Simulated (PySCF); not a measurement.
Compound: C₂H₈Ge₂.
Atom-mapped SMILES: `[CH2:1]=[CH:2][GeH2:3][GeH3:4]` (hydrogens: H5, H6 on C1; H7 on C2; H8, H9 on Ge3; H10, H11, H12 on Ge4)

Method: core-valence-separated Tamm–Dancoff BHandHLYP/aug-pcX-1 (pcseg-1 on H, def2-SVPD on Ge) in PySCF, non-relativistic, gas phase, PBE0-D3(BJ)/def2-SVP geometry. Absolute energies from this functional tend to lie a few eV below measured edges; no shift was applied.

(1) Give energies, oscillator strengths and core holes at the C K edge.

Answers

(1) 
```csv
E (eV),f,core hole on,main final orbital,polarisation
282.39,0.0510,C1,LUMO (66 %),normal to the local trigonal plane
282.42,0.0694,C2,LUMO (67 %),normal to the local trigonal plane
285.68,0.0174,C2,spread,in the local trigonal plane
285.94,0.0081,C1,LUMO+1 (38 %),in the local trigonal plane
286.00,0.0287,C2,LUMO+2 (44 %),in the local trigonal plane
286.43,0.0317,C1,LUMO+6 (60 %),in the local trigonal plane
286.63,0.0005,C2,LUMO+1 (64 %),–
287.02,0.0008,C1,LUMO+2 (40 %),–
287.11,0.0031,C2,LUMO+6 (32 %),in the local trigonal plane
287.29,0.0032,C2,LUMO+5 (50 %),normal to the local trigonal plane
```

The first line with a tenth or more of the strongest one's intensity is at 282.39 eV (f = 0.051), with the hole on C1 (terminal =CH2 carbon), polarised normal to the local trigonal plane: a 1s→π* resonance. The strongest listed is at 282.42 eV (f = 0.069; C2, 1s→π*).

Roots within 0.03 eV whose holes lie on the same, on equivalent or on shared atoms are summed into one line, and the highest roots are left out, as the search may have cut off their partners. Final orbitals are the ground state's empty Kohn–Sham orbitals. A dash: too weak, shared between unlike atoms, or no plane or axis to refer to.

Task: What length of transition dipole belongs to the line at 286.43 eV?

Result: From f = (2/3) ΔE |μ|² in atomic units, with ΔE = 10.526 Eh and f = 0.0317: |μ| = 0.067 au = 0.17 D.

The list ends where the root search ended, not at a threshold. The BHandHLYP/aug-pcX-1 (pcseg-1 on H, def2-SVPD on Ge) calculation is non-relativistic and has no spin–orbit coupling, an omission that weighs most on germanium.

The values belong to the conformer `[CH2:1]=[CH:2][GeH2:3][GeH3:4]`: C1–C2–Ge3–Ge4 5°.
